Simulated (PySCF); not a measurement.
PySCF input (CCSD(T)/cc-pVDZ):

```python
from pyscf import gto, scf, mp, cc as ccmod

mol = gto.M(
    atom='''
    Si    0.85940154   -0.21254147    0.82318077
    H     1.90355144   -0.47605547   -0.29003220
    Cl   -0.81971605    0.20303742   -0.66085286
    ''',
    basis='cc-pvdz',
    charge=-1,
    spin=1,
    verbose=4,
)

mf = scf.UHF(mol)
mf.conv_tol = 1e-10
mf.max_cycle = 100
mf.kernel()
mo, _, stable, _ = mf.stability(return_status=True)
if not stable:
    mf.kernel(mf.make_rdm1(mo, mf.mo_occ))
mp2 = mp.MP2(mf, frozen=10).run()
cc = ccmod.CCSD(mf, frozen=10)
cc.max_cycle = 100
cc.kernel()
et = cc.ccsd_t()
print(f'E(CCSD(T)) = {cc.e_tot + et:.9f}')
```

End of the output:

```
Extra cycle  E= -749.036025738972  delta_E= -3.3e-12  |g|= 9.04e-07  |ddm|= 3.29e-06
converged SCF energy = -749.036025738972  <S^2> = 0.77163285  2S+1 = 2.0215171
uhf_internal: lowest eigs of H = [0.16490314 0.19304265 0.21265431]
<class 'pyscf.scf.uhf.UHF'> wavefunction is stable in the internal stability analysis

******** <class 'pyscf.mp.ump2.UMP2'> ********
nocc = (np.int64(7), np.int64(6)), nmo = (31, 31)
frozen orbitals 10
E(UMP2) = -749.251841170596  E_corr = -0.215815431623435
E(SCS-UMP2) = -749.249881018827  E_corr = -0.213855279854292
E_corr(same-spin) = -0.0520652747236497
E_corr(oppo-spin) = -0.163750156899785

******** <class 'pyscf.cc.uccsd.UCCSD'> ********
CC2 = 0
CCSD nocc = (np.int64(7), np.int64(6)), nmo = (31, 31)
frozen orbitals 10
max_cycle = 100
direct = 0
conv_tol = 1e-07
conv_tol_normt = 1e-06
diis_space = 6
diis_start_cycle = 0
diis_start_energy_diff = 1e+09
Init t2, MP2 energy = -0.215815432748372
Init E_corr(UCCSD) = -0.215815432749432
cycle = 1  E_corr(UCCSD) = -0.238227243444485  dE = -0.0224118107  norm(t1,t2) = 0.0654872
cycle = 2  E_corr(UCCSD) = -0.244119627815051  dE = -0.00589238437  norm(t1,t2) = 0.024843
cycle = 3  E_corr(UCCSD) = -0.247080418433656  dE = -0.00296079062  norm(t1,t2) = 0.0127752
cycle = 4  E_corr(UCCSD) = -0.247319529570016  dE = -0.000239111136  norm(t1,t2) = 0.00389846
cycle = 5  E_corr(UCCSD) = -0.247185991584732  dE = 0.000133537985  norm(t1,t2) = 0.00210662
cycle = 6  E_corr(UCCSD) = -0.24721396404341  dE = -2.79724587e-05  norm(t1,t2) = 0.000767295
cycle = 7  E_corr(UCCSD) = -0.247217167052093  dE = -3.20300868e-06  norm(t1,t2) = 0.000294918
cycle = 8  E_corr(UCCSD) = -0.2472177527333  dE = -5.85681207e-07  norm(t1,t2) = 0.00013282
cycle = 9  E_corr(UCCSD) = -0.24721710121966  dE = 6.5151364e-07  norm(t1,t2) = 6.10253e-05
cycle = 10  E_corr(UCCSD) = -0.247216862902448  dE = 2.38317212e-07  norm(t1,t2) = 2.35295e-05
cycle = 11  E_corr(UCCSD) = -0.247216528468777  dE = 3.34433671e-07  norm(t1,t2) = 9.36693e-06
cycle = 12  E_corr(UCCSD) = -0.247216388952497  dE = 1.3951628e-07  norm(t1,t2) = 3.66178e-06
cycle = 13  E_corr(UCCSD) = -0.247216369288308  dE = 1.96641891e-08  norm(t1,t2) = 1.63036e-06
cycle = 14  E_corr(UCCSD) = -0.247216375627833  dE = -6.33952579e-09  norm(t1,t2) = 7.33933e-07
UCCSD converged
E(UCCSD) = -749.2832421146002  E_corr = -0.2472163756278334
UCCSD(T) correction = -0.00515956656386464
E(CCSD(T)) = -749.288401681
```
